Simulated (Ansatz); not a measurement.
Reaction (substitution at a C–Ge bond): `C=[C](N)[GeH3]` + `OCF` → `C=C(N)OCF` + GeH₄

Gas-phase electronic energies from Ansatz, PBE0-D4/def2-TZVP geometries. CCSD(T)/CBS adds triple-zeta CCSD(T) − MP2 to the extrapolated MP2 energy (def2 sets, frozen cores). DFT in def2-TZVPP. B3LYP here is the variant with VWN-RPA as its local correlation; programs differ in this. For Ge outer-core shells are correlated without core-valence functions, which leaves a few kJ/mol of doubt a bond. Scalar relativity is left out up to krypton. One conformer a species, not always the lowest.

Question: Is it downhill or uphill in electronic energy at CCSD(T)/CBS, and by how much? (Estimate.)

Answer: The calculation gave: Uphill: ΔE = +39.5 kJ/mol.

Question: What do these levels give: PBE-D4, revPBE-D4, BLYP-D4, B3LYP-D4, r2SCANh-D4, ωB97M-V, PBE-QIDH, BLYP, B3LYP, LC-ωPBE, HF/def2-SVP, MP2/def2-QZVPP? (An estimate is asked.)

Answer: Computed: PBE-D4 31.2, revPBE-D4 31.1, BLYP-D4 30.1, B3LYP-D4 29.4, r2SCANh-D4 27.8, ωB97M-V 29.0, PBE-QIDH 34.0, BLYP 30.0, B3LYP 28.7, LC-ωPBE 28.8, HF/def2-SVP 9.6, MP2/def2-QZVPP 44.4 kJ/mol.

Largest T1 diagnostic among the species: 0.012.

In def2-TZVPP, CCSD(T) changes the Hartree–Fock value by +12.1 kJ/mol (the triples alone add +0.6 kJ/mol) and MP2 by +19.2 kJ/mol. Leaving LDA and LC-ωPBE aside and taking each functional with its dispersion term where it has one, the values, not all of them listed here, spread over 13.6 kJ/mol, from B97M-V to PBE-QIDH. LDA lies −12.4 kJ/mol from PBE without D4. At CCSD(T), def2-SVP lies −26.6 kJ/mol from the extrapolated value and def2-TZVPP −4.8 kJ/mol.
